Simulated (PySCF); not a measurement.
**Dy²²⁺: ionisation energy**

Dy²²⁺ [Kr] 4d8 (3F) → Dy²³⁺ [Kr] 4d7 (4F), as a difference of total energies. All numbers are calculated (PySCF 2.14, scalar relativity by spin-free X2C-1e, in an uncontracted even-tempered set (20 s from 1.4 bohr⁻², ratio 2.5; 14 p from 1.8 bohr⁻², ratio 2.5; 9 d from 1.8 bohr⁻², ratio 2.5; 4 f from 10 bohr⁻², ratio 2.7; 4 g from 15 bohr⁻², ratio 2.7)). Correlated levels: outer shells: [Ar] 3d10 frozen; virtual orbitals above 40 to 60 times the deepest correlated orbital energy dropped. The calculations carry no spin-orbit coupling.

| method | ionisation energy (eV) |
| --- | --- |
| UHF | 745.85 |
| LDA | 747.72 |
| PBE | 747.54 |
| PBE0 | 747.65 |
| r2SCAN | 748.03 |
| MP2 (outer shells) | 746.56 |
| SCS-MP2 (outer shells) | 746.50 |

**Question.** How much does correlation contribute at MP2 (outer shells)?

**Answer.** 746.56 − (745.85) = 0.71 eV, measured against UHF.

Spin-orbit coupling is strong in these open shells (close to jj coupling). The scalar numbers leave it out and a first-order estimate fails, so it can dominate the gap to the real levels.

Breit and QED terms and the two-electron picture change are absent.

For comparison: 743 ± 4 eV (theoretical estimate listed by NIST; NIST Atomic Spectra Database, ionization energies).
